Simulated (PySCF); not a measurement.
## How methods differ on the ionisation energy of Nb⁺

Nb⁺ [Kr] 4d4 (5D) → Nb²⁺ [Kr] 4d3 (4F), as a difference of total energies. Computed with PySCF 2.14 in x2c-QZVPPall (13s8p7d3f2g, 111 functions), with the spin-free X2C one-electron Hamiltonian (Gaussian nucleus). Correlated levels: valence: [Kr] frozen. The calculations carry no spin-orbit coupling.

```
           method  ionisation energy (eV)
              UHF                  13.051
    MP2 (valence)                  13.613
SCS-MP2 (valence)                  13.238
   CCSD (valence)                  13.688
CCSD(T) (valence)                  13.704
```

Question: How much does correlation contribute at CCSD(T) (valence)?

Answer: 13.704 − (13.051) = 0.653 eV, measured against UHF.

A first-order spin-orbit estimate (lowest level to lowest level, LS coupling) adds -0.053 eV.

Errors of the correlated levels include the incompleteness of this basis and the frozen core.

For comparison: 14.32 eV (semi-empirical (NIST evaluation); NIST Atomic Spectra Database, ionization energies).
